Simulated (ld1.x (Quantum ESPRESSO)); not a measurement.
Plane-wave convergence, TM potential for indium (In)

indium (In), norm-conserving Troullier–Martins (Kleinman–Bylander form), made with ld1.x (Quantum ESPRESSO) 7.5 (BP86, scalar-relativistic). Core [Ar] 3d10, reference 4s2 4p6 4d10 5s2 5p0 (charge +1). Waves: 4s (bound): rc 0.90 bohr; 4p (bound): rc 0.95 bohr; 4d (bound): rc 1.24 bohr; 4f channel at 0.4 Ry: rc 0.90 bohr. Local part: the f channel. Core correction: none.

Occupied shells without a wave of their own: 5s. They enter only through the test configuration that unscreens the potential.

The pseudo-atom Hamiltonian at the reference potential is diagonalised in spherical Bessel functions j_l(qr) that vanish at 20 bohr, with q² up to the cutoff. All-electron valence levels (Ry): 4s -9.3533, 5s -1.1124, 4p -6.2998, 5p -0.6293, 4d -1.9247.

**Question.** How do the lowest levels (Ry) of each channel move with the cutoff, and are there ghosts?

**Answer.**

| cutoff (Ry) | s #1 | s #2 | s #3 | p #1 | p #2 | p #3 | d #1 | d #2 | f #1 | Σ f·Δε (mRy) |
| --- | --- | --- | --- | --- | --- | --- | --- | --- | --- | --- |
| 8 | -8.5892 | -1.0166 | -0.2519 | -3.4676 | -0.4072 | -0.1338 | -0.4111 | -0.1188 | -0.0572 | 33853.7 |
| 25 | -9.2011 | -1.5292 | -0.3462 | -6.1158 | -0.6165 | -0.1740 | -1.2497 | -0.1682 | -0.0573 | 8990.3 |
| 50 | -9.2509 | -6.2869 | -0.9912 | -6.2229 | -0.6384 | -0.1778 | -1.8593 | -0.1858 | -0.0573 | 1568.0 |
| 100 | -23.9177 | -9.2940 | -1.1133 | -6.2948 | -0.6387 | -0.1778 | -1.9246 | -0.1878 | -0.0573 | 153.2 |
| 180 | -29.9305 | -9.3512 | -1.1135 | -6.2989 | -0.6458 | -0.1793 | -1.9247 | -0.1878 | -0.0573 | 12.6 |
| 400 | -30.0589 | -9.3535 | -1.1142 | -6.3000 | -0.6486 | -0.1799 | -1.9247 | -0.1878 | -0.0574 | 0.0 |

Result: ghost state, extra bound levels that the all-electron valence spectrum of the same l lacks: s at -409.0 eV (a true bound ghost makes a file unfit for plane-wave use); 10 mRy is reached at 200 Ry and 1 mRy at 300 Ry.

6 of 7 tests not solved or not reliable (1 of them converged, to errors over 20 eV).
